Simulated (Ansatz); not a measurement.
A run for Ansatz (an electronic-structure program): R-r2SCAN/def2-TZVPP on C4H12Si (SMILES C[Si](C)(C)C).

Ansatz 0.2 input:
```yaml
crystal:
  periodic: [false, false, false]
  atoms:
    - {symbol: Si, position_ang: [0.00000005, -0.00000594, 0.00000606]}
    - {symbol: C, position_ang: [-0.62019406, -0.74298725, 1.62256602]}
    - {symbol: C, position_ang: [0.22376336, 1.86461867, 0.20608169]}
    - {symbol: C, position_ang: [-1.25881253, -0.33581452, -1.36819928]}
    - {symbol: C, position_ang: [1.65524327, -0.78584045, -0.46042476]}
    - {symbol: H, position_ang: [-1.58707129, -0.30304622, 1.91819601]}
    - {symbol: H, position_ang: [-0.76076838, -1.83298587, 1.53346556]}
    - {symbol: H, position_ang: [0.09502615, -0.56281568, 2.44219714]}
    - {symbol: H, position_ang: [0.58587811, 2.32780129, -0.72672675]}
    - {symbol: H, position_ang: [-0.72758534, 2.35253787, 0.47565061]}
    - {symbol: H, position_ang: [0.95451254, 2.09276719, 0.99965009]}
    - {symbol: H, position_ang: [-2.23743854, 0.11162109, -1.12759716]}
    - {symbol: H, position_ang: [-1.41113978, -1.41832131, -1.51232575]}
    - {symbol: H, position_ang: [-0.92397397, 0.08688020, -2.32997325]}
    - {symbol: H, position_ang: [1.55653363, -1.87662714, -0.58785274]}
    - {symbol: H, position_ang: [2.41232980, -0.60645983, 0.32088154]}
    - {symbol: H, position_ang: [2.04369699, -0.37142212, -1.40549502]}
basis:
  gaussian:
    orbitals: def2-TZVPP
hamiltonian:
  xc: {name: r2SCAN}
scf: {lower_state_search: off}
```

Task: Predict the final total energy.

Result: -449.1319 hartree.

Task: How many basis functions does it have, and what does it roughly cost on one machine?

Result: 334 functions; about 6 core-seconds (a rough figure).
